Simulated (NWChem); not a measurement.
System: BHF₂; SMILES FBF

Computed with NWChem. Structure relaxed at the PBE0/def2-SVP level. Ions are spin-unrestricted doublets at the neutral geometry; other ion states weren't tried.

Predict the results for PBE/def2-SVP. Quantities: vertical ionisation energy, ΔSCF (eV); −ε(HOMO) (eV).


- vertical ionisation energy, ΔSCF (eV) = 13.39
- −ε(HOMO) (eV) = 8.87
